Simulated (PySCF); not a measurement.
# V: excitation energy

V [Ar] 3d3 4s2 (4F) → V [Ar] 3d2 4s2 4p1 (high-spin determinant), as a difference of total energies. All numbers are calculated (PySCF 2.14, the spin-free X2C one-electron Hamiltonian (Gaussian nucleus), in aug-cc-pVTZ-DK (8s7p5d3f2g, 93 functions)). The calculations carry no spin-orbit coupling.

```csv
method,excitation energy (cm⁻¹)
LDA,52273
PBE,50424
PBE0,48827
r2SCAN,51551
M06-L,52745
r2SCANh,50883
B2PLYP,47119
```

The determinant of the upper state mixes LS terms, which raises its energy above the lowest term, most at the Hartree-Fock and MP2 levels.
